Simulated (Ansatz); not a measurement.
(BeTe)6 ring (Be₆Te₆). Charge 0, multiplicity 1. Geometry r2SCAN-D4/def2-SVP, basis def2-TZVP, Ansatz.

```json
{"run": "A", "HOMO (eV)": "-5.96", "LUMO (eV)": "-3.48"}
{"run": "B", "HOMO (eV)": "-6.71", "LUMO (eV)": "-2.63"}
{"run": "C", "HOMO (eV)": "-5.77", "LUMO (eV)": "-3.26"}
{"run": "D", "HOMO (eV)": "-6.04", "LUMO (eV)": "-3.10"}
{"run": "E", "HOMO (eV)": "-6.38", "LUMO (eV)": "-2.88"}
```

In the def2 sets Te takes a core potential; there is no spin–orbit coupling. Single mean-field runs in def2-TZVP are fitted with def2-universal-jkfit.

Problem. The runs used LDA (SPW92), PBE, PBE0, r2SCAN, r2SCANh. Estimate which is which.

Solution. A LDA (SPW92) (0 % exact exchange); B PBE0 (25 % exact exchange); C PBE (0 % exact exchange); D r2SCAN (0 % exact exchange); E r2SCANh (10 % exact exchange). Exact exchange lowers occupied and raises empty levels; among semilocal functionals meta-GGAs tend to open the gap a little, and such runs are hard to tell apart. The gap grows from 2.48 eV (LDA (SPW92)) to 4.09 eV (PBE0).
